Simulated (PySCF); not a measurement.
Compound: cyclo-(SiCl2)3.
Structure used (PBE0-D3(BJ)/def2-SVP), in Å, numbered top down from 1:
```xyz
9
Si3Cl6 angstrom
Si     0.6600   -0.1694    1.1846
Cl     1.4903    1.4324    2.1741
Cl     0.9667   -1.9287    2.2023
Si    -1.3355    0.2102   -0.0212
Cl    -2.2380    2.0573    0.0587
Cl    -2.7214   -1.3076   -0.1191
Si     0.7080   -0.0824   -1.1736
Cl     1.6044    1.5293   -2.0818
Cl     0.9982   -1.8105   -2.2497
```

The closed-shell ground state was solved at several levels (PySCF, density fitting, gas phase, non-relativistic).

| level | basis functions | HOMO (eV) | LUMO (eV) | gap (eV) | dipole (D) |
| --- | --- | --- | --- | --- | --- |
| PBE0/pcSseg-1 | 216 | -7.86 | -3.01 | 4.85 | 0.06 |
| wB97X-D/pcSseg-1 | 216 | -9.61 | -1.35 | 8.26 | 0.06 |

Estimate the row for B3LYP/def2-SVPD, a basis of 234 functions; the other rows only guide the guess.

HOMO -7.52 eV, LUMO -3.01 eV, gap 4.51 eV, dipole 0.04 D.

Over all these levels, which gives the widest orbital gap and which the narrowest?

wB97X-D/pcSseg-1 (range-separated hybrid) has the widest, 8.26 eV, and B3LYP/def2-SVPD (global hybrid, 20 % exact exchange) the narrowest, 4.51 eV. Functional and basis both differ between the two, so the spread mixes both effects.

How far do the dipole and the HOMO energy spread over the levels?

The dipole runs from 0.04 to 0.06 D (mean 0.05 D) and the HOMO from -9.61 to -7.52 eV.

One conformer stands for the species.
